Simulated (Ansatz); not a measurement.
```yaml
crystal:
  periodic: [false, false, false]
  atoms:
    - {symbol: In, position_ang: [1.789269, 0.178027, 0.474491]}
    - {symbol: I, position_ang: [2.941451, -2.004904, 1.500523]}
    - {symbol: I, position_ang: [2.883104, 2.578982, 0.045383]}
    - {symbol: Cl, position_ang: [-0.483818, 0.518080, 1.629460]}
    - {symbol: In, position_ang: [-1.789458, -0.177676, -0.475404]}
    - {symbol: I, position_ang: [-2.876691, -2.579114, -0.032510]}
    - {symbol: I, position_ang: [-2.947531, 1.998239, -1.509577]}
    - {symbol: Cl, position_ang: [0.483674, -0.511643, -1.632377]}
basis:
  gaussian: {orbitals: def2-TZVP}
magnetization: {spin_polarized: true, initial_magnetization: 2}
hamiltonian: {xc: pbe0, dispersion: d4}
scf: {omitted_lower_state_checks: [starts]}
output: {orbitals: {seedname: orbitals}}
```

```sh
$ ansatz run in.yaml --threads 4 --pin off --events-out ev --progress --plain --max-ram 6963MiB
```

**Question.** Does this run fit into the memory that it is given?

**Answer.** No. It has 374 basis functions, and Ansatz plans for 7.22 GiB where 6.79 GiB are given.
